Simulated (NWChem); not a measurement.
Molecule: silicon dioxide molecule (SiO$_{2}$); SMILES O=[Si]=O

Results from NWChem. Pople sets run with spherical d functions. Structure relaxed at the PBE0/def2-SVP level. Level PBE/6-31G*: single points from the atomic guess with DIIS by default; each run changes one setting, and all converged runs end within 0.3 mHa of each other.

**Question.** Which setting needs the most SCF iterations, or fails (no level shifting; DIIS on 3 Fock matrices; occupation smearing of 0.005 Ha; level shift of 0.5 Ha throughout; defaults)?

**Answer.** level shift of 0.5 Ha throughout, with 16 against 7 for the defaults.
```csv
setting,SCF iterations
defaults,7
DIIS on 3 Fock matrices,8
occupation smearing of 0.005 Ha,7
level shift of 0.5 Ha throughout,16
no level shifting,7
```
